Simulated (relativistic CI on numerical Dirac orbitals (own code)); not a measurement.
# Co+: L-alpha,beta X-ray emission

Computed with this model: Dirac-Coulomb-Breit CI, KLI orbitals optimised for each configuration, model QED, multiplet model of X-ray emission after core ionisation, unscaled Slater integrals; configurations [Ar] 3d8 → [He] 2s2 2p5 3s2 3p6 3d8 → [Ar] 3d7; 80 K; Lorentzian 0.42 eV and Gaussian 0.5 eV FWHM. Energies are those of the free ion, without screening or charge transfer. S is read from ⟨S²⟩ = S(S + 1).

Field parameters in Wybourne normalisation: Td as Oh with Dq negative (B⁴₀ = 21Dq, B⁴₄ = √(5/14) B⁴₀). The field is a parameter set, without covalency.

free ion: ground-state S = 1.00, centroid 786.48 eV. Peaks (eV, height): 778.7 (70), 781.1 (97), 783.7 (11), 790.5 (12), 793.1 (99), 793.6 (100), 796.0 (63).

Td, 10Dq = -1050 cm⁻¹: ground-state S = 1.00, centroid 786.72 eV. Peaks (eV, height): 778.7 (57), 781.1 (80), 783.7 (7), 790.5 (15), 793.6 (100), 796.0 (64).

Td, 10Dq = -2900 cm⁻¹: ground-state S = 1.00, centroid 786.86 eV. Peaks (eV, height): 778.5 (45), 780.7 (78), 790.4 (14), 793.6 (100), 795.9 (49).

Td, 10Dq = -4800 cm⁻¹: ground-state S = 1.00, centroid 786.85 eV. Peaks (eV, height): 778.3 (42), 780.6 (79), 790.3 (11), 793.7 (100), 795.8 (42).

Td, 10Dq = -6600 cm⁻¹: ground-state S = 1.00, centroid 786.85 eV. Peaks (eV, height): 778.3 (40), 780.6 (79), 790.2 (10), 793.8 (100), 795.7 (40), 796.4 (24).

Td, 10Dq = -8500 cm⁻¹: ground-state S = 1.00, centroid 786.76 eV. Peaks (eV, height): 775.9 (8), 778.3 (37), 780.6 (71), 790.1 (8), 792.8 (50), 793.9 (100), 795.6 (36), 796.6 (20).

Strongest unbroadened transitions for Td, 10Dq = -1050 cm⁻¹:

| Energy (eV) | Relative strength |
| --- | --- |
| 778.60 | 19.9 |
| 778.77 | 56.4 |
| 780.57 | 17.5 |
| 780.60 | 20.9 |
| 781.10 | 33.3 |
| 781.21 | 23.5 |
| 781.34 | 33.8 |
| 792.55 | 20.8 |
| 792.92 | 31.3 |
| 793.04 | 53.8 |
| 793.62 | 100.0 |
| 793.66 | 58.7 |
| 793.67 | 36.7 |
| 793.78 | 40.7 |
| 795.97 | 30.4 |
| 795.99 | 46.6 |
| 796.08 | 27.3 |
| 796.10 | 29.3 |
